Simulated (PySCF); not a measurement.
Two species compared at the same levels of theory.

First species: C4H11OPSi.
Structure used (GFN2-xTB), in Å, numbered top down from 1:
```xyz
18
C4H11OPSi angstrom
C     -0.8554    1.3198   -0.8720
C     -0.7071    0.6382    0.4759
C      0.5678   -0.2249    0.6468
Si     2.1650    0.3524   -0.2054
C     -0.0143   -1.5638    0.1402
P     -1.7047   -0.9260    0.4895
O     -2.8534   -1.1660   -0.3840
H     -0.7447    0.5965   -1.6778
H     -1.8497    1.7568   -0.9544
H     -0.1141    2.1071   -1.0002
H     -0.8638    1.3594    1.2800
H      0.7546   -0.3241    1.7205
H      2.0105    0.2962   -1.6585
H      3.2338   -0.5569    0.2104
H      2.4528    1.7188    0.2317
H      0.3390   -2.4604    0.6446
H      0.1096   -1.6981   -0.9361
H     -1.9346   -1.2187    1.8370
```

Second species: C5H7FO2Si.
SMILES: `O=C=C(C=O)[C@H]([SiH3])CF`

Levels: wB97X-D/def2-SVPD for dipole moment, HOMO energy, LUMO energy, HOMO–LUMO gap, static isotropic polarisability and electronic spatial extent ⟨r²⟩ about the centre of nuclear charge; TDDFT wB97X-D/def2-SVPD for lowest singlet excitation; TDA wB97X-D/def2-SVPD for lowest triplet excitation (Tamm–Dancoff); GFN2-xTB for rotational constant A and rotational constant C. Geometries: GFN2-xTB. Each structure is a single optimised conformer of the isolated species, non-relativistic unless stated; the electronic structure was computed with PySCF and density fitting.

The conformers computed, where there is a choice (atom-mapped SMILES and torsion angles):
- `[O:1]=[C:2]=[C:3]([CH:4]=[O:5])[C@H:6]([SiH3:7])[CH2:8][F:9]`: C2–C3–C4–O5 -179°, C2–C3–C6–Si7 89°, C3–C6–C8–F9 65°

(1) Which has the higher static isotropic polarisability?

(2) Which has the higher HOMO energy?

(3) Which has the higher dipole moment?

(4) Which of the two has the higher LUMO energy, and by how much?

(5) Which of the two has the higher S1 energy, and by how much?

(6) Which has the higher rotational constant C?

(7) Which of the two has the higher ⟨r²⟩, and by how much?

(8) Which has the higher HOMO–LUMO gap?

Results:

(1) The first: 96.3 au against 92.5 au, a difference of 3.8 au.

(2) The second: -9.19 eV against -9.48 eV, a difference of 0.29 eV.

(3) The first: 3.99 D against 1.08 D, a difference of 2.91 D.

(4) The first: 1.81 eV against 0.04 eV, a difference of 1.77 eV.

(5) The first: 7.12 eV against 3.75 eV, a difference of 3.37 eV.

(6) The first: 0.979 GHz against 0.853 GHz, a difference of 0.126 GHz.

(7) The second: 1422 bohr² against 1252 bohr², a difference of 170 bohr².

(8) The first: 11.29 eV against 9.23 eV, a difference of 2.06 eV.

On the first: No computed singlet falls in the visible range (750 to 380 nm, 1.65 to 3.26 eV); S1 lies 3.86 eV above its blue end. The vertical singlet–triplet gap S1 − T1 is 0.30 eV (TDDFT singlet less Tamm–Dancoff triplet; S1: HOMO→LUMO+1, weight 0.45; T1: HOMO→LUMO+1, weight 0.38).

On the second: The vertical singlet–triplet gap S1 − T1 is 0.28 eV (TDDFT singlet less Tamm–Dancoff triplet; S1: HOMO→LUMO, weight 0.96; T1: HOMO→LUMO, weight 0.95). S1 lies 5.48 eV below the HOMO–LUMO gap; its leading configuration is HOMO→LUMO, weight 0.96.
